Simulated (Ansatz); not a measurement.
Tl2F. The state is a doublet with charge 0. Geometry PBE0-D4/def2-TZVP, basis def2-TZVP, Ansatz.

```xyz
3

Tl    0.087    1.272   -1.221
Tl   -0.822   -0.535    1.467
F     0.735   -0.737   -0.247
```

| run | HOMO (eV) | LUMO (eV) |
| --- | --- | --- |
| A | -3.58 | -2.12 |
| B | -3.09 | -2.55 |
| C | -3.39 | -2.25 |
| D | -4.23 | -1.27 |
| E | -3.34 | -2.36 |
| F | -2.97 | -2.57 |

In the def2 sets Tl takes a core potential; there is no spin–orbit coupling. B3LYP takes the VWN-RPA correlation. HSE06 is defined as in plane-wave codes, on full-range PBE exchange. The structure comes from a short search, and lower isomers may exist.

HOMO and LUMO are taken over both spins.

The runs used B3LYP, B97M-V, BHLYP, HSE06, PBE, r2SCAN. Estimate which is which.

A B3LYP (20 % exact exchange); B PBE (0 % exact exchange); C HSE06 (range-separated); D BHLYP (50 % exact exchange); E r2SCAN (0 % exact exchange); F B97M-V (0 % exact exchange). Exact exchange lowers occupied and raises empty levels; among semilocal functionals meta-GGAs tend to open the gap a little, and such runs are hard to tell apart. The gap grows from 0.41 eV (B97M-V) to 2.96 eV (BHLYP).
